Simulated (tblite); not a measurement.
Record of a relaxation.

Species: C2H9AsGeS.
Atom-mapped SMILES: `[CH3:1][S:2][Ge@H:3]([CH3:4])[AsH2:5]` (hydrogens: H6, H7, H8 on C1; H9 on Ge3; H10, H11, H12 on C4; H13, H14 on As5)

Computed with GFN2-xTB (tblite), gas phase: L-BFGS steps from a force-field or distance-geometry start until the largest atomic force falls under 0.01 eV/Å. 9 of its 124 geometries are shown.

Step 0: E = -446.9269 eV, largest atomic force 1.196 eV/Å
```
atom  x, y, z in Å  |  force x, y, z in eV/Å
C1      2.446   -0.654    0.783    0.329   0.444   0.308
S2      1.106   -1.549   -0.082    0.375  -0.067   0.301
Ge3    -0.389    0.043    0.272   -0.084   0.517  -0.163
C4     -2.146   -0.582   -0.306   -0.823  -0.778   0.385
As5     0.179    1.988   -1.005   -0.274   0.445  -0.583
H6      2.144   -0.459    1.836    0.229  -0.160  -0.678
H7      3.360   -1.265    0.768   -0.474   0.168  -0.043
H8      2.649    0.314    0.271   -0.124  -0.591   0.292
H9     -0.443    0.406    1.775    0.060  -0.191   0.020
H10    -2.904    0.205   -0.126    0.363  -0.533  -0.208
H11    -2.422   -1.492    0.289    0.017   0.752  -0.646
H12    -2.116   -0.851   -1.374   -0.151   0.124   0.489
H13    -0.224    1.291   -2.342    0.031   0.269   0.649
H14    -1.241    2.603   -0.828    0.526  -0.399  -0.122
```

Step 15: E = -447.1170 eV, largest atomic force 0.103 eV/Å
```
atom  x, y, z in Å  |  force x, y, z in eV/Å
C1      2.478   -0.641    0.807    0.049   0.021   0.019
S2      1.108   -1.530    0.005   -0.051  -0.021  -0.013
Ge3    -0.418    0.097    0.216    0.058   0.010   0.041
C4     -2.197   -0.616   -0.302   -0.079  -0.066   0.003
As5     0.209    2.074   -1.040    0.066   0.031   0.034
H6      2.232   -0.443    1.849    0.011  -0.010  -0.048
H7      3.344   -1.293    0.749    0.002   0.028   0.005
H8      2.679    0.293    0.281    0.005  -0.044   0.016
H9     -0.419    0.354    1.746   -0.058   0.032  -0.017
H10    -2.963    0.142   -0.146    0.035  -0.040   0.015
H11    -2.452   -1.499    0.277   -0.007   0.029  -0.031
H12    -2.190   -0.883   -1.357   -0.003  -0.017   0.034
H13    -0.223    1.358   -2.282    0.004   0.008  -0.058
H14    -1.188    2.586   -0.868   -0.032   0.038   0.002
```

Step 31: E = -447.1261 eV, largest atomic force 0.044 eV/Å
```
atom  x, y, z in Å  |  force x, y, z in eV/Å
C1      2.493   -0.650    0.801    0.021   0.011   0.011
S2      1.089   -1.532    0.048   -0.042  -0.012   0.005
Ge3    -0.439    0.103    0.205   -0.003   0.021  -0.027
C4     -2.210   -0.654   -0.297   -0.021  -0.006  -0.012
As5     0.236    2.097   -1.016   -0.007  -0.001  -0.013
H6      2.279   -0.435    1.844   -0.022   0.006   0.008
H7      3.347   -1.315    0.731    0.016  -0.008  -0.010
H8      2.697    0.271    0.258   -0.011   0.004  -0.023
H9     -0.513    0.412    1.720    0.011   0.003   0.034
H10    -2.983    0.093   -0.134   -0.005  -0.005   0.009
H11    -2.443   -1.533    0.296    0.019   0.010  -0.007
H12    -2.221   -0.934   -1.347    0.018  -0.015  -0.006
H13    -0.174    1.440   -2.302    0.023  -0.013   0.005
H14    -1.157    2.637   -0.876    0.003   0.005   0.027
```

Step 46: E = -447.1288 eV, largest atomic force 0.039 eV/Å
```
atom  x, y, z in Å  |  force x, y, z in eV/Å
C1      2.478   -0.652    0.786   -0.006  -0.003  -0.009
S2      1.048   -1.540    0.087    0.013   0.011   0.014
Ge3    -0.452    0.121    0.214   -0.011  -0.018   0.033
C4     -2.208   -0.667   -0.298    0.023   0.012  -0.005
As5     0.261    2.106   -0.997   -0.013   0.003  -0.013
H6      2.286   -0.410    1.828   -0.010   0.013   0.002
H7      3.329   -1.319    0.714   -0.003  -0.015  -0.012
H8      2.668    0.254    0.213    0.007   0.013  -0.005
H9     -0.532    0.445    1.730   -0.004  -0.006  -0.009
H10    -3.007    0.052   -0.145   -0.001   0.009   0.005
H11    -2.410   -1.550    0.299   -0.014  -0.011  -0.001
H12    -2.195   -0.956   -1.346   -0.004  -0.008  -0.012
H13    -0.139    1.457   -2.290    0.005   0.000   0.011
H14    -1.128    2.659   -0.861    0.017  -0.002   0.000
```

Step 62: E = -447.1308 eV, largest atomic force 0.070 eV/Å
```
atom  x, y, z in Å  |  force x, y, z in eV/Å
C1      2.479   -0.633    0.760   -0.023  -0.015  -0.019
S2      1.025   -1.542    0.136    0.050   0.007   0.049
Ge3    -0.475    0.116    0.256    0.009   0.012  -0.040
C4     -2.214   -0.675   -0.308    0.032   0.030   0.002
As5     0.290    2.083   -0.962   -0.003  -0.016   0.029
H6      2.317   -0.334    1.793   -0.015  -0.010  -0.022
H7      3.319   -1.317    0.700    0.000   0.012   0.000
H8      2.666    0.241    0.136    0.006  -0.010   0.001
H9     -0.590    0.435    1.768   -0.005   0.000   0.010
H10    -3.016    0.045   -0.172   -0.022   0.002  -0.004
H11    -2.434   -1.562    0.276   -0.007  -0.007   0.004
H12    -2.171   -0.956   -1.358   -0.008  -0.001  -0.003
H13    -0.114    1.426   -2.249   -0.006   0.005  -0.001
H14    -1.082    2.676   -0.843   -0.008  -0.007  -0.006
```

Step 77: E = -447.1337 eV, largest atomic force 0.049 eV/Å
```
atom  x, y, z in Å  |  force x, y, z in eV/Å
C1      2.482   -0.613    0.717    0.014   0.009  -0.001
S2      1.002   -1.579    0.274   -0.016   0.030   0.003
Ge3    -0.494    0.093    0.300    0.002  -0.013  -0.005
C4     -2.217   -0.677   -0.332   -0.014  -0.008   0.004
As5     0.321    2.057   -0.884    0.011  -0.007   0.000
H6      2.370   -0.201    1.718    0.005   0.002  -0.049
H7      3.321   -1.300    0.692    0.003  -0.013   0.013
H8      2.639    0.183   -0.013   -0.007  -0.009   0.032
H9     -0.688    0.432    1.801    0.003  -0.002  -0.004
H10    -3.016    0.051   -0.213   -0.004  -0.011   0.000
H11    -2.466   -1.566    0.239   -0.004   0.013  -0.005
H12    -2.152   -0.952   -1.382    0.016   0.011   0.011
H13    -0.056    1.413   -2.187    0.008   0.005  -0.004
H14    -1.049    2.658   -0.798   -0.017  -0.006   0.005
```

Step 92: E = -447.1357 eV, largest atomic force 0.049 eV/Å
```
atom  x, y, z in Å  |  force x, y, z in eV/Å
C1      2.478   -0.590    0.638    0.013  -0.006  -0.013
S2      0.959   -1.588    0.489   -0.011  -0.009  -0.007
Ge3    -0.538    0.080    0.387    0.020   0.017   0.014
C4     -2.218   -0.688   -0.357   -0.006  -0.004  -0.015
As5     0.365    2.031   -0.749   -0.024   0.013   0.015
H6      2.437    0.015    1.540    0.018  -0.004  -0.019
H7      3.307   -1.288    0.692   -0.011  -0.021   0.043
H8      2.595    0.039   -0.244   -0.015   0.027  -0.010
H9     -0.838    0.455    1.860   -0.004  -0.013  -0.002
H10    -3.028    0.034   -0.286    0.008   0.002   0.016
H11    -2.502   -1.588    0.179    0.012   0.009   0.005
H12    -2.074   -0.943   -1.404   -0.005  -0.017  -0.016
H13     0.065    1.403   -2.081   -0.003  -0.004   0.007
H14    -1.010    2.628   -0.731    0.008   0.008  -0.020
```

Step 108: E = -447.1383 eV, largest atomic force 0.023 eV/Å
```
atom  x, y, z in Å  |  force x, y, z in eV/Å
C1      2.477   -0.593    0.593   -0.001   0.015   0.015
S2      0.938   -1.573    0.567    0.002   0.004  -0.007
Ge3    -0.557    0.094    0.430   -0.012  -0.004  -0.006
C4     -2.206   -0.690   -0.366    0.005  -0.006  -0.003
As5     0.357    2.055   -0.675    0.002   0.005   0.010
H6      2.458    0.110    1.423    0.000  -0.004  -0.019
H7      3.288   -1.300    0.729    0.004   0.005  -0.008
H8      2.600   -0.066   -0.353   -0.011  -0.012   0.016
H9     -0.916    0.451    1.894    0.004   0.000   0.007
H10    -3.027    0.021   -0.311    0.008  -0.010  -0.001
H11    -2.490   -1.594    0.164   -0.003   0.007   0.003
H12    -2.034   -0.946   -1.409   -0.010   0.006  -0.001
H13     0.139    1.404   -2.011    0.002  -0.003  -0.003
H14    -1.027    2.627   -0.743    0.008  -0.004  -0.004
```

Step 123: E = -447.1389 eV, largest atomic force 0.008 eV/Å
```
atom  x, y, z in Å  |  force x, y, z in eV/Å
C1      2.466   -0.584    0.566   -0.001   0.001  -0.003
S2      0.930   -1.567    0.629   -0.001   0.004  -0.001
Ge3    -0.572    0.091    0.457    0.003   0.000   0.000
C4     -2.204   -0.696   -0.372    0.001   0.001   0.000
As5     0.376    2.049   -0.625    0.001  -0.003  -0.006
H6      2.463    0.169    1.350    0.001  -0.004  -0.001
H7      3.284   -1.279    0.724   -0.001   0.002   0.000
H8      2.565   -0.116   -0.414   -0.001   0.000   0.003
H9     -0.963    0.446    1.912   -0.001   0.000  -0.001
H10    -3.028    0.012   -0.327   -0.001  -0.002   0.004
H11    -2.492   -1.602    0.151   -0.005  -0.001   0.002
H12    -2.018   -0.947   -1.413    0.004   0.001  -0.003
H13     0.195    1.395   -1.967    0.005   0.002   0.006
H14    -1.002    2.627   -0.738   -0.004  -0.002  -0.001
```

Q: Summarise the path.

A: The energy falls by 0.2120 eV from step 0 to step 123; nine tenths of that is first reached at step 16. It falls at every step. The largest force goes from 1.196 to 0.008 eV/Å. Among the bonds As5–H14 changes most, from 1.558 to 1.498 Å; the atoms move by 0.471 Å rms after alignment.

Q: Follow the three bonds and two angles with the largest change from start to end.

A: 
```csv
step,E above end (eV),largest force (eV/Å),As5–H14 (Å),As5–H13 (Å),Ge3–C4 (Å),C4–Ge3–As5 (°),C1–S2–Ge3 (°)
0,0.2120,1.196,1.558,1.561,1.952,108.4,93.9
5,0.0459,0.310,1.492,1.492,1.971,110.9,94.7
11,0.0269,0.117,1.503,1.504,1.989,112.5,95.9
16,0.0210,0.069,1.500,1.500,1.989,113.0,96.8
21,0.0165,0.073,1.505,1.506,1.997,114.0,97.6
27,0.0138,0.049,1.501,1.501,1.993,115.1,98.3
32,0.0125,0.041,1.499,1.500,1.990,115.7,98.2
37,0.0113,0.029,1.501,1.501,1.992,116.4,98.3
43,0.0106,0.032,1.500,1.500,1.990,116.7,98.3
48,0.0099,0.018,1.500,1.501,1.991,116.9,98.1
53,0.0096,0.019,1.500,1.501,1.991,116.9,98.2
59,0.0089,0.049,1.499,1.501,1.991,117.2,98.3
64,0.0076,0.038,1.500,1.502,1.992,117.1,98.6
70,0.0070,0.031,1.499,1.501,1.992,117.1,98.7
75,0.0059,0.061,1.500,1.501,1.989,116.7,98.3
80,0.0047,0.048,1.499,1.501,1.992,116.6,98.4
86,0.0041,0.028,1.498,1.502,1.992,116.9,98.6
91,0.0034,0.057,1.499,1.503,1.991,116.7,98.8
96,0.0020,0.077,1.498,1.504,1.994,116.5,99.3
102,0.0009,0.024,1.499,1.502,1.992,116.7,99.6
107,0.0006,0.026,1.499,1.503,1.992,116.6,99.4
112,0.0004,0.014,1.498,1.504,1.991,116.5,99.5
118,0.0001,0.018,1.499,1.503,1.993,116.8,99.4
123,0.0000,0.008,1.498,1.504,1.993,116.9,99.4
```

The cost below is that of the whole relaxation. On one thread, Arm Neoverse V1 (aarch64) (shared host), this took 0.79 s.
